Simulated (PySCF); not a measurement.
Vertical excitations of a molecule C4H7F from PySCF with TDDFT-PBE/def2-SVPD, as energy in eV (oscillator strength): 6.55 (0.087), 6.90 (0.110), 7.02 (0.052), 7.30 (0.013), 7.56 (0.052), 7.62 (0.050), 7.83 (0.084), 8.03 (0.011), 8.14 (0.004), 8.20 (0.017). Lowest triplet (TDA): 4.41 eV. Geometry optimised at PBE-D3(BJ)/def2-SVP. One conformer was computed; it need not be the lowest.

Task: Pick the molecule that these values belong to.
A) C=C(F)CC
B) CC1(F)CC1
C) C=C[C@H](C)F
D) CC(C)=CF

Result: C, C=C[C@H](C)F
